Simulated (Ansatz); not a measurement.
Basis-set extrapolation for `CCC1=CCCC1` (PBE0-D4/def2-TZVP geometry, frozen core, Ansatz 0.2.0). Multiplicity 1, RHF reference.

```
                      def2-TZVPP   def2-QZVPP
                 HF  -272.150240  -272.162495
    MP2 correlation    -1.181910    -1.255043
CCSD(T) correlation    -1.297728      not run
```

Energies in hartree. Use E(X) = E(∞) + A·exp(−7.88·√X) for Hartree–Fock and E(X) = E(∞) + B·X^(−2.97) for correlation, with X = 3 and 4, and add CCSD(T) minus MP2 of the smaller set to the MP2 limit.

Q: What is the CCSD(T) energy at the basis-set limit?

A: HF limit: -272.162495 + (-0.012255) × 0.13774 = -272.16418. MP2 limit: -1.255043 + (-0.073133) × 0.74074 = -1.30922. Higher-order term: -1.297728 − (-1.181910) = -0.11582. Total: -273.58922 hartree, 370.9 kJ/mol below CCSD(T)/def2-TZVPP.
